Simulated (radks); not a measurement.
Results of a calculation; reference values are marked as such.
Ionisation of the rhenium ion Re+, [Xe] 4f14 5d5 6s1, to [Xe] 4f14 5d5 as the strength of local exchange is varied. Code: a radial shooting solver on a logarithmic mesh with Libxc functionals. Model: scalar-relativistic Kohn-Sham, Slater X-alpha exchange (alpha = 2/3 is LDA exchange), no correlation, spin-polarised, spherical densities, finite nucleus; open shells are filled with parallel spins first (spin-orbit coupling, left out, can overturn this in heavy ions); Fermi nuclear charge, rms radius 5.3698 fm.

alpha = 0.614: E(Re+) (hartree) -16647.1582; exchange (hartree) -287.8019; IE (eV) 16.358; -e of the level emptied (eV) 12.723 (6s); <r> of it (bohr) 2.852
alpha = 0.645: E(Re+) (hartree) -16661.7693; exchange (hartree) -302.6185; IE (eV) 16.657; -e of the level emptied (eV) 13.015 (6s); <r> of it (bohr) 2.833
alpha = 0.667: E(Re+) (hartree) -16672.1469; exchange (hartree) -313.1501; IE (eV) 16.870; -e of the level emptied (eV) 13.224 (6s); <r> of it (bohr) 2.819
alpha = 0.73: E(Re+) (hartree) -16701.9028; exchange (hartree) -343.3848; IE (eV) 17.488; -e of the level emptied (eV) 13.830 (6s); <r> of it (bohr) 2.780
alpha = 0.842: E(Re+) (hartree) -16754.9430; exchange (hartree) -397.4135; IE (eV) 18.610; -e of the level emptied (eV) 14.939 (6s); <r> of it (bohr) 2.714
alpha = 0.942: E(Re+) (hartree) -16802.4522; exchange (hartree) -445.9534; IE (eV) 19.634; -e of the level emptied (eV) 15.959 (6s); <r> of it (bohr) 2.657
alpha = 0.994: E(Re+) (hartree) -16827.2135; exchange (hartree) -471.3058; IE (eV) 20.175; -e of the level emptied (eV) 16.500 (6s); <r> of it (bohr) 2.629

NIST Atomic Spectra Database: 16.6 +/- 0.5 eV (semi-empirical). The Delta-SCF value meets it near alpha = 0.64. Open shells are spherical and high-spin; term and fine-structure splittings are not resolved. Spin-orbit splitting is averaged out at the scalar-relativistic level.
